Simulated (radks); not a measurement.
Coherent X-ray form factor from a spherical all-electron density. Calculated with a radial shooting solver on a logarithmic mesh with Libxc functionals: Dirac Kohn-Sham, relativistic LDA (MacDonald-Vosko exchange, VWN5 correlation), spin-unpolarised, spherical densities, finite nucleus; Fermi nuclear charge, rms radius of each element as measured or else 0.836 A^(1/3) + 0.57 fm.

sin(theta)/lambda (1/angstrom)  f0 (electrons)
0.05                                    14.943
0.1                                     14.773
0.15                                    14.498
0.2                                     14.130
0.25                                    13.684
0.3                                     13.177
0.4                                     12.054
0.5                                     10.899
0.6                                      9.816
0.8                                      8.074
1                                        6.882
1.25                                     5.832
1.5                                      4.954
2                                        3.429

The species is in the configuration that NIST lists as its ground one. Which atom or ion scatters so?

Answer. The cobalt ion Co12+, [Ne] 3s2 3p3. Extrapolating in s^2 from the first two rows gives f0(0) = 15.0, near the electron count 15; among species with that count, the fall with angle is slower the higher Z, and the table is that of Z = 27; from so few rows the species is fixed only to a neighbour or two.
